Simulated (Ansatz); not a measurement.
Isolated molecules relaxed with PBE0-D4/def2-TZVP in Ansatz; ΔE leaves out vibrations. CCSD(T)/CBS is the MP2 limit (def2-TZVPP, def2-QZVPP) plus CCSD(T) − MP2 in def2-TZVPP, frozen cores. This one scheme is used for every species. Functionals use def2-TZVPP. B3LYP here is the variant with VWN-RPA as its local correlation; programs differ in this. def2 core potentials past Kr. For Br, Sn outer-core shells are correlated without core-valence functions, which leaves a few kJ/mol of doubt a bond. Scalar relativity is left out up to krypton. One conformer a species, not always the lowest.

Reaction (formal exchange of groups at the Sn–Br bond): `[OH][SnH]([F])[Br]` + `CCl` → `[OH][SnH]([F])[CH2]Cl` + HBr

CCSD(T)/CBS gives +125.8 kJ/mol.

**Question.** Another level gave +126.6 kJ/mol. Which?
A. revPBE-D4/def2-TZVPP
B. B3LYP/def2-TZVPP
C. ωB97M-V/def2-TZVPP
D. HF/def2-TZVPP

**Answer.** C. ωB97M-V 126.6, revPBE-D4 122.5, B3LYP 133.8, HF/def2-TZVPP 153.3 kJ/mol.

Largest T1 diagnostic among the species: 0.013.

From BLYP to BHLYP (50 % exact exchange), in def2-TZVPP and without D4, ΔE moves by +9.4 kJ/mol. In def2-TZVPP, CCSD(T) changes the Hartree–Fock value by −34.0 kJ/mol (the triples alone add −3.2 kJ/mol) and MP2 by −31.6 kJ/mol.

CCSD(T)/CBS has its own doubt, a few kJ/mol and more with outer-core shells, so smaller differences from it don't rank the levels.
